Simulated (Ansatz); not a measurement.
`[F][GeH2][I]` + H₂ → `[GeH3][I]` + H–F at 500 K and 1 bar (hydrogenolysis of a Ge–F bond).

Computed with Ansatz on PBE0-D4/def2-TZVP structures; ΔE is electronic, products minus reactants. CCSD(T)/CBS adds triple-zeta CCSD(T) − MP2 to the extrapolated MP2 energy (def2 sets, frozen cores). This one scheme is used for every species. Elements past krypton have def2 core potentials. For Ge, I outer-core shells are correlated without core-valence functions, which leaves a few kJ/mol of doubt a bond. Scalar relativity is left out up to krypton.

```tsv
species	CCSD(T)/CBS energy (Eh)	H − E (kJ/mol)	S (J/(mol·K))
`[F][GeH2][I]`	-2474.61172	79.0	353.2
H₂	-1.17544	41.0	145.5
`[GeH3][I]`	-2375.37957	88.4	317.4
H–F	-100.39570	39.4	188.7
```

H − E and S are ideal-gas, rigid-rotor, harmonic terms from PBE0-D4/def2-TZVP. The MP2-based limit puts H₂ 0.8 mEh under its directly extrapolated value; such offsets cancel only in part. 1 Eh = 2625.50 kJ/mol, R = 8.31446 J/(mol·K).

**Question.** By hand: ΔE, ΔH, ΔS and ΔG.

**Answer.** ΔE = (-2375.37957) + (-100.39570) − (-2474.61172) − (-1.17544) = 0.01189 Eh = 31.2 kJ/mol. Δ(H − E) = 88.4 + 39.4 − 79.0 − 41.0 = 7.8, so ΔH = 39.0 kJ/mol. ΔS = 317.4 + 188.7 − 353.2 − 145.5 = 7.4 J/(mol·K). ΔG = 39.0 − 500 × (7.4)/1000 = 35.3 kJ/mol.

**Question.** By hand: the equilibrium constant, and the temperature at which ΔG would vanish if ΔH and ΔS stayed fixed.

**Answer.** log₁₀ K = −ΔG/(RT ln 10) = -3.7. ΔG = 0 at ΔH/ΔS = 5270 K, far beyond where these terms or the molecules hold.

The number of gas molecules stays the same, so ΔS is small and ΔH decides. A doubt of 5 kJ/mol in ΔE shifts log₁₀ K by 0.5 here. These are equilibria of isolated gas molecules and say nothing of rates. Largest T1 diagnostic: 0.010 (customary marks: 0.02 for closed shells, 0.045 for open ones).
